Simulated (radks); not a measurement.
Q: Method: scalar-relativistic Kohn-Sham, PBE, spin-polarised, spherical densities, finite nucleus; open shells are filled with parallel spins first; Fermi nuclear charge, rms radius of each element as measured or else 0.836 A^(1/3) + 0.57 fm; computed with a radial shooting solver on a logarithmic mesh with Libxc functionals. Response by self-consistent Sternheimer equations with the Hartree and adiabatic LDA kernel, the relativistic mass of each level held fixed and spin-orbit coupling left out. For heavy and open-shell atoms this level of theory can miss by tens of per cent. Rank Ni, As5+, Ge4+, Ga3+, Br7+, Cu+, Kr8+, Zn2+, Se6+ (NIST ground configurations) by static dipole polarisability, largest first.

A: Ni 45.95, Cu+ 8.481, Zn2+ 3.052, Ga3+ 1.507, Ge4+ 0.8781, As5+ 0.5668, Se6+ 0.3916, Br7+ 0.2840, Kr8+ 0.2135 bohr^3.
